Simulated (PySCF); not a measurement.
B3LYP has the VWN-RPA correlation part, as in Gaussian. Delta-SCF ions had no search for a lower state. Excitations are Tamm–Dancoff values on a coarser integration grid. The basis has no diffuse functions, so Rydberg states are missing or too high.

# [Al(F)3(NH3)] (charge 0, multiplicity 1)

These are B3LYP-D3(BJ)/def2-TZVP // B3LYP-D3(BJ)/def2-SVP in PySCF values and carry that method's errors.

| Quantity | Result |
|---|---|
| HOMO | -10.03 eV |
| dipole moment | 6.31 D |
| HOMO–LUMO gap | 9.12 eV |
| LUMO | -0.92 eV |
| S1 excitation (TDA) | 8.21 eV |
| S1 oscillator strength | 0.000 |
| brightest of the four lowest singlets (TDA) | 8.59 eV |
| T1 excitation (TDA) | 8.14 eV |
| S1–T1 gap (TDA) | 0.07 eV |
| vertical ionisation energy (Delta-SCF) | 12.78 eV |
| charge on the central atom (Mulliken) | 0.82 e |
| charge on the central atom (meta-Löwdin) | 1.38 e |
| total energy | -599.0144 Ha |
| cost | around 2.1 core-minutes (rough) |

```xyz
8

Al     0.0057    -0.0938     0.0175
F      1.0571    -0.0934     1.3159
F     -1.5966    -0.4361     0.3442
F      0.6103    -0.6351    -1.4429
N     -0.1144     1.8795    -0.3505
H     -1.0800     2.2058    -0.2577
H      0.2056     2.0897    -1.2997
H      0.4667     2.4053     0.3078
```
